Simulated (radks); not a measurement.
The lithium ion Li+, [He]. All-electron calculation, non-relativistic Kohn-Sham, LDA (Slater exchange, Perdew-Wang correlation), spin-polarised, spherical densities, point nucleus. Program: a radial shooting solver on a logarithmic mesh with Libxc functionals. Every spin shell is full or empty, so the densities are truly spherical. Functionals are evaluated on that one density, not self-consistently. Rank these orbital-free kinetic functionals by their error against the exact value of the orbitals, and give that value: Thomas-Fermi, von Weizsacker, TF + vW, TF + vW/9, TF + vW/5, LC94, revAPBEK, Perdew 92, Thakkar, Pearson, LKT, PG1, DePristo-Kress, Ernzerhof.

Answer. Exact: 7.05629 hartree. From best to worst, with 100 (|E| - |E exact|)/|E exact| (equal figures are ties): von Weizsacker 0.00, LC94 +0.76, Thakkar +1.03, DePristo-Kress +1.11, TF + vW/9 +1.15, Perdew 92 +1.17, revAPBEK +1.55, Pearson -3.73, Ernzerhof +4.67, Thomas-Fermi -9.96, TF + vW/5 +10.04, PG1 +52.90, LKT +60.44, TF + vW +90.04.
